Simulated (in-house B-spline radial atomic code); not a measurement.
Successive ionisation energies of promethium; each step leads to the configuration of the next row (after the last: [Ar] 3d9). NIST's values go from ground level to ground level; the uncertainty of those that are theory runs from under 0.1 % in few-electron ions to several per cent in heavy many-electron ones. Computed with an all-electron radial atomic-structure program (B-spline basis): non-relativistic Hartree-Fock, average of the configuration, point nuclei.

This level leaves out relativity, spin-orbit splitting included, which matters for heavy ions.

```tsv
ion	configuration	ionisation energy (eV)	tabulated value (eV)	tabulated kind	computed minus tabulated (eV)	highest orbital	largest mean radius (bohr)
Pm14+	[Kr] 4d10 5s1	258.4	269	tabulated theory	-10.6	5s	1.2189
Pm15+	[Kr] 4d10	434.8	430	tabulated theory	4.8	4d	0.64335
Pm16+	[Kr] 4d9	468.9	462	tabulated theory	6.9	4d	0.63483
Pm17+	[Kr] 4d8	503.7	497	tabulated theory	6.7	4d	0.62693
Pm18+	[Kr] 4d7	539.1	534	tabulated theory	5.1	4d	0.61929
Pm19+	[Kr] 4d6	575.2	569	tabulated theory	6.2	4d	0.61189
Pm20+	[Kr] 4d5	612.0	609	tabulated theory	3.0	4d	0.60472
Pm21+	[Kr] 4d4	649.4	651	tabulated theory	-1.6	4d	0.59776
Pm22+	[Kr] 4d3	687.5	689	tabulated theory	-1.5	4d	0.591
Pm23+	[Kr] 4d2	726.2	730	tabulated theory	-3.8	4d	0.58443
Pm24+	[Kr] 4d1	?	?	tabulated theory	?	?	?
Pm25+	[Ar] 3d10 4s2 4p6	912.1	916	tabulated theory	-3.9	4p	0.57229
Pm26+	[Ar] 3d10 4s2 4p5	?	?	tabulated theory	?	?	?
Pm27+	[Ar] 3d10 4s2 4p4	?	?	tabulated theory	?	?	?
Pm28+	[Ar] 3d10 4s2 4p3	1033.1	1040	tabulated theory	-6.9	4p	0.55888
Pm29+	[Ar] 3d10 4s2 4p2	1074.4	1113	tabulated theory	-38.6	4p	0.55469
Pm30+	[Ar] 3d10 4s2 4p1	1116.1	1158	tabulated theory	-41.9	4p	0.5506
Pm31+	[Ar] 3d10 4s2	1212.0	1261	tabulated theory	-49.0	4s	0.54732
Pm32+	[Ar] 3d10 4s1	1256.4	1308.7	semi-empirical	-52.3	4s	0.5434
Pm33+	[Ar] 3d10	2264.8	2251	tabulated theory	13.8	3d	0.26956
```

(1) Fill in the row of Pm24+.

(2) Fill in the row of Pm26+.

(3) Fill in the row of Pm27+.

(4) Where is the largest jump?

## Answers

(1) ionisation energy (eV): 765.6; tabulated value (eV): 767; computed minus tabulated (eV): -1.4; highest orbital: 4d; largest mean radius (bohr): 0.57803.

(2) ionisation energy (eV): 952.0; tabulated value (eV): 956; computed minus tabulated (eV): -4.0; highest orbital: 4p; largest mean radius (bohr): 0.5675.

(3) ionisation energy (eV): 992.3; tabulated value (eV): 998; computed minus tabulated (eV): -5.7; highest orbital: 4p; largest mean radius (bohr): 0.56315.

(4) From Pm32+ to Pm33+, by a factor of 1.80 (1256.4 to 2264.8 eV); the highest orbital goes from 4s to 3d.
